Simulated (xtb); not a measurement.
xtb input (GFN-FF):

```bash
xtb mol.xyz --gfnff --opt tight --chrg 0 --uhf 0
```
mol.xyz:
```
20

C     -1.60374696    -0.08006989     1.23581037
N     -1.26345571     0.10514128    -0.16069775
C     -2.41215941     0.45435675    -0.97449270
B      0.01358359    -0.06299352    -0.75531838
N      1.26806943    -0.12653727    -0.09584900
C      1.55882730     0.28838358     1.26195687
C      2.44405442    -0.60226900    -0.79903635
H     -0.81520337    -0.61012285     1.76237348
H     -2.51616525    -0.68128857     1.31693146
H     -1.79436008     0.86851616     1.75489618
H     -2.12395011     0.50767247    -2.02205375
H     -2.82872834     1.42749412    -0.68531433
H     -3.21199370    -0.28899847    -0.86848995
H      0.03504438    -0.16251732    -1.94864979
H      2.46955344     0.89744951     1.27492758
H      0.75356611     0.89596387     1.66497854
H      1.72795759    -0.56057650     1.93742755
H      2.84713185    -1.51283985    -0.33801633
H      2.19327767    -0.82917712    -1.83291984
H      3.24180370     0.15075547    -0.78910079
```

End of the output:

```
         :::::::::::::::::::::::::::::::::::::::::::::::::::::
         ::                     SUMMARY                     ::
         :::::::::::::::::::::::::::::::::::::::::::::::::::::
         :: total energy              -2.850112033852 Eh    ::
         :: gradient norm              0.000187948176 Eh/a0 ::
         ::.................................................::
         :: bond energy               -2.954131725994 Eh    ::
         :: angle energy               0.005834338751 Eh    ::
         :: torsion energy             0.002711917181 Eh    ::
         :: repulsion energy           0.127038105794 Eh    ::
         :: electrostat energy        -0.020379104624 Eh    ::
         :: dispersion energy         -0.010569968305 Eh    ::
         :: HB energy                  0.000000000000 Eh    ::
         :: XB energy                  0.000000000000 Eh    ::
         :: bonded atm energy         -0.000615596654 Eh    ::
         :: external energy            0.000000000000 Eh    ::
         :: add. restraining           0.000000000000 Eh    ::
         :: total charge               0.000000000000 e     ::
         :::::::::::::::::::::::::::::::::::::::::::::::::::::

           -------------------------------------------------
          |                Property Printout                |
           -------------------------------------------------

molecular dipole:
                 x           y           z       tot (Debye)
 q only:       -0.002       0.006       0.082       0.210
           -------------------------------------------------
          |                Geometry Summary                 |
           -------------------------------------------------

      molecular mass/u    :       99.9706078
   center of mass at/Å    :        0.0002107      -0.0005799      -0.0116586
  moments of inertia/u·Å² :        0.1065532E+03   0.3281595E+03   0.3958331E+03
rotational constants/cm⁻¹ :        0.1582086E+00   0.5137024E-01   0.4258773E-01

 * 19 selected distances

     #   Z          #   Z                                           value/Å
     1   6 C        2   7 N                                       1.4429773
     2   7 N        3   6 C                                       1.4452044
     2   7 N        4   5 B                                       1.4341480
     4   5 B        5   7 N                                       1.4341858
     5   7 N        6   6 C                                       1.4429351
     5   7 N        7   6 C                                       1.4452208 (max)
     1   6 C        8   1 H                                       1.0884571 (min)
     1   6 C        9   1 H                                       1.0891094
     1   6 C       10   1 H                                       1.0889111
     3   6 C       11   1 H                                       1.0888803
     3   6 C       12   1 H                                       1.0890550
     3   6 C       13   1 H                                       1.0889752
     4   5 B       14   1 H                                       1.1702589
     6   6 C       15   1 H                                       1.0891259
     6   6 C       16   1 H                                       1.0884688
     6   6 C       17   1 H                                       1.0889202
     7   6 C       18   1 H                                       1.0890859
     7   6 C       19   1 H                                       1.0888910
     7   6 C       20   1 H                                       1.0889944

 * 4 distinct bonds (by element types)

   Z      Z             #   av. dist./Å        max./Å        min./Å
   1 H    5 B           1     1.1702589     1.1702589     1.1702589
   1 H    6 C          12     1.0889062     1.0891259     1.0884571
   5 B    7 N           2     1.4341669     1.4341858     1.4341480
   6 C    7 N           4     1.4440844     1.4452208     1.4429351

optimized geometry written to: xtbopt.xyz

           -------------------------------------------------
          | TOTAL ENERGY               -2.850112033852 Eh   |
          | GRADIENT NORM               0.000187948176 Eh/α |
           -------------------------------------------------
########################################################################
[WARNING] Runtime exception occurred
-1- gfnff_setup: Could not read topology file.
########################################################################

------------------------------------------------------------------------
------------------------------------------------------------------------
 total:
Note: The following floating-point exceptions are signalling: IEEE_UNDERFLOW_FLAG IEEE_DENORMAL
normal termination of xtb
 SCF:
 ANC optimizer:
```
